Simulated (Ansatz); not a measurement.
Which is lower?

The two ends of one reaction step of SiNH$_{4}$F$_{3}$, closed shell (PBE0-D4/def2-TZVP).

A:

Si1  (-0.703, 0.093, -1.017)
N2  (0.549, 0.712, -0.095)
F3  (-0.347, -1.373, -1.466)
F4  (-1.038, 0.880, -2.343)
F5  (-2.029, 0.097, -0.169)
H6  (0.755, -1.038, 2.154)
H7  (0.879, -1.442, 2.771)
H8  (1.513, 0.560, -0.338)
H9  (0.423, 1.511, 0.503)
(Å)

B:

| atom | x (Å) | y (Å) | z (Å) |
| --- | --- | --- | --- |
| Si1 | -0.5611 | -0.7454 | -0.3590 |
| N2 | 0.7144 | 0.8583 | 0.4553 |
| F3 | -1.4978 | -1.9063 | -0.9571 |
| F4 | -0.2346 | 0.0240 | -1.7225 |
| F5 | -1.6417 | -0.0228 | 0.5726 |
| H6 | 0.7896 | 0.7965 | 1.4646 |
| H7 | 0.4737 | -1.5897 | 0.2586 |
| H8 | 1.6483 | 0.8258 | 0.0616 |
| H9 | 0.3092 | 1.7597 | 0.2261 |

Program: Ansatz 0.2.0. Basis: def2-TZVPP. Cores are frozen in the correlated methods. B3LYP uses VWN-RPA correlation.

Task: Which structure is lower at CCSD(T), and by how much? (To be estimated.)

Result: By the calculation: A, by 6.19 kcal/mol (electronic energy, against the other). By their contacts, A is a complex of SiNH₂F₃ ([NH2][Si]([F])([F])[F]) + H₂ and B is SiNH₄F₃ ([NH3][SiH]([F])([F])[F]).

Task: Do the other methods give the same order? (Judge from chemistry; the calculation decides.)

Result: By the calculation: Not all: SPW92 gives the other order.

```json
{"method": "SPW92", "E(B) − E(A) (kcal/mol)": "-0.11"}
{"method": "PBE-D4", "E(B) − E(A) (kcal/mol)": "4.25"}
{"method": "BLYP-D4", "E(B) − E(A) (kcal/mol)": "7.24"}
{"method": "r2SCAN-D4", "E(B) − E(A) (kcal/mol)": "5.70"}
{"method": "B97M-V", "E(B) − E(A) (kcal/mol)": "6.21"}
{"method": "PBE0-D4", "E(B) − E(A) (kcal/mol)": "4.56"}
{"method": "B3LYP-D4", "E(B) − E(A) (kcal/mol)": "6.96"}
{"method": "r2SCAN0-D4", "E(B) − E(A) (kcal/mol)": "5.66"}
{"method": "BHLYP-D4", "E(B) − E(A) (kcal/mol)": "6.90"}
{"method": "CAM-B3LYP-D4", "E(B) − E(A) (kcal/mol)": "6.18"}
{"method": "wB97X-V", "E(B) − E(A) (kcal/mol)": "5.24"}
{"method": "wB97M-V", "E(B) − E(A) (kcal/mol)": "5.48"}
{"method": "B2PLYP", "E(B) − E(A) (kcal/mol)": "6.93"}
{"method": "PBE-QIDH", "E(B) − E(A) (kcal/mol)": "5.36"}
{"method": "RPA on PBE", "E(B) − E(A) (kcal/mol)": "5.82"}
{"method": "HF", "E(B) − E(A) (kcal/mol)": "10.26"}
{"method": "MP2", "E(B) − E(A) (kcal/mol)": "7.13"}
{"method": "CCSD", "E(B) − E(A) (kcal/mol)": "6.51"}
{"method": "CCSD(T)", "E(B) − E(A) (kcal/mol)": "6.19"}
```

T1 diagnostic: at most 0.011.

Labels in which every atom is bracketed show which atoms are joined, not bond orders.

For scale, one of the runs: CCSD(T)/def2-TZVPP, 222 basis functions, launched by `ansatz run in.yaml --threads 4 --pin off --events-out ev --progress --plain --max-ram 9574MiB`. The run took 82 s on 4 CPU threads of an Intel Xeon Platinum 8259CL (shared host), with 3.8 GiB of host memory at its peak.
